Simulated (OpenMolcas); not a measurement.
# What dynamic correlation does to the levels of In+

```json
{
  "Program": "OpenMolcas",
  "Basis": "ANO-RCC-VQZP [8s7p5d3f2g]",
  "Scalar Hamiltonian": "DKH2, point nucleus",
  "Active space": "2 electrons in 9 orbitals (RAS2 5s 5p; RAS3 5d, at most 2 electrons)",
  "State averaging": "2S+1 = 3 even, 3 roots; 2S+1 = 1 even, 7 roots; 2S+1 = 3 odd, 3 roots; 2S+1 = 1 odd, 3 roots",
  "Spin-orbit coupling": "RASSI with atomic mean-field integrals over the reference wave functions, term energies averaged over their components"
}
```

Methods on the same reference wave functions:
A. RASSCF
B. SS-RASPT2, IPEA 0.25 Eh, imaginary shift 0.1 Eh (closed shells correlated: 4d)
C. MS-RASPT2, IPEA 0.25 Eh, imaginary shift 0.1 Eh (closed shells correlated: 4d)

Energies in cm-1 above 5s2 1S0, the measured ground level; measured values from NIST Handbook of Basic Atomic Spectroscopic Data.

| Level | A | B | C | Measured |
| --- | --- | --- | --- | --- |
| 5s2 1S0 | 0.0 | 0.0 | 0.0 | 0.0 |
| 5s 5p 3P* 0 | 36038 | 41910 | 42510 | 42276 |
| 5s 5p 3P* 1 | 36980 | 42840 | 43440 | 43351 |
| 5s 5p 3P* 2 | 39034 | 44900 | 45510 | 45830 |
| 5s 5p 1P* 1 | 61422 | 61850 | 62450 | 63038 |

Deviations, from unrounded energies. A percentage is the sum of absolute deviations over the sum of measured energies, with the sign that they share, or ± where signs differ.

| Against measurement | Levels | A | B | C |
| --- | --- | --- | --- | --- |
| mean absolute deviation (cm-1) | 4 | 5300 | 750 | 310 |
| other configurations (%) | 4 | -10.8 | -1.5 | ±0.6 |

C lies closest to measurement on these levels and A furthest from it. The largest miss of C in the table is 5s 5p 1P* 1, by -580 cm-1. The ranking rests on the paired levels alone, and a cruder setting can come out closer through cancelling errors.

Between B and C the level of the table that moves most is 5s 5p 3P* 0, by 600 cm-1 (lowest in B, highest in C). Moves below CASPT2's spread within the term are not significant.

The lowest spin-free term lies below A's lowest term by 0.445 hartree in B, 0.447 hartree in C.

Active for correlation alone: 5d; no level in the range computed is led by a configuration that fills it, so any true level of that kind is missing. Without dynamic correlation excited terms often stand tens of per cent too high (terms of higher spin than the ground term too low), and those without a measured partner can miss by more than the paired ones (holds for A). Computed and measured levels are paired by configuration, term and J; levels that our copy of the source lacks, or whose pairing is in doubt (as where it misses far off the trend of its configuration), stay unpaired and out of the deviations. Only configurations of the active space appear. Levels that lie high or do not pair safely by name in every column are left out.

* marks odd parity.
